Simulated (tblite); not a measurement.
Write Cartesian coordinates for `[CH2]COC(=O)CO[SiH3]` [radical] as optimised with GFN2-xTB. (Doublet state.)

```
atom  x, y, z in Å
C1    -2.8215    1.2421   -0.4876
C2    -2.3997    0.0517    0.2546
O3    -0.9758    0.0129    0.3592
C4    -0.4008   -1.1760    0.4075
O5    -0.9878   -2.2279    0.3790
C6     1.1157   -1.0783    0.5118
O7     1.5598    0.2241    0.3795
Si8    3.0747    0.7946    0.2713
H9    -3.8494    1.5391   -0.4648
H10   -2.0989    1.8212   -1.0231
H11   -2.8256    0.0390    1.2715
H12   -2.7335   -0.8890   -0.2250
H13    1.4021   -1.4946    1.4882
H14    1.5427   -1.7331   -0.2590
H15    3.8631    0.4255    1.4513
H16    3.7565    0.2503   -0.9076
H17    2.7714    2.2107    0.1811
```

Any rigid rotation of these coordinates is as good. Atoms count from 1 in this order. C4 (carbon bonded to C and 2 O) is planar (angles 124.9°, 122.9° and 112.2°, sum 360.0°, 0.00 Å off the plane of its three neighbours). Of the pairs four or more bonds apart, O5···H12 is among the closest relative to their van der Waals radii: 2.28 Å, 84 % of the sum of Bondi's values. O7 (oxygen bonded to C and Si) is bent (angle 129.6°). The 2 C–C bonds span 1.465 Å (C1–C2, drawn single) to 1.523 Å (C4–C6, drawn single), a spread of 0.058 Å.

Bonds between heavy atoms (Å): C1–C2 1.465, C2–O3 1.428, O3–C4 1.322, C4=O5 1.205, C4–C6 1.523, C6–O7 1.382, O7–Si8 1.622.

Computed geometry: GFN2-xTB, gas phase. This method treats the open shell by occupation alone, without spin polarisation.

Point group: C1 (no symmetry element, even within 0.4 Å). Its lowest GFN2-xTB frequency is 4 cm⁻¹, too small to tell a flat minimum from a shallow saddle. Torsions: H–C1–C2–O3 -166° and 12°, C1–C2–O3–C4 -149°, C2–O3–C4–O5 -1°, O3–C4–C6–O7 -7°, C4–C6–O7–Si8 -173°. 3 starts were optimised and ended at 0.00, 0.67 and 0.88 kcal/mol (GFN2-xTB); the lowest of these is shown.

Hardware: Arm Neoverse V2, one thread, shared host with 192 logical CPUs at a one-minute load of 86. Cost: 0.51 s of wall time. These figures are those of the optimisation.

One conformer stands for the species.
